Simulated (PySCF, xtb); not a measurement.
C6H7F, SMILES C=C1C=C(CC1)F.

GFN2-xTB in xtb at its own geometry gives an orbital gap of 3.61 eV and a dipole moment of 1.97 D.

Geometry: PBE0-D3(BJ)/def2-SVP. The structure was generated by enumeration, and PubChem lists no compound with its InChIKey, so it may never have been made. One conformer was computed; it need not be the lowest.

What does HF/def2-TZVP (PySCF) give? (The exact figures need the calculation; the answer reports its results.)

gap 11.77 eV (levels -8.36 and 3.41 eV), dipole 1.31 D.
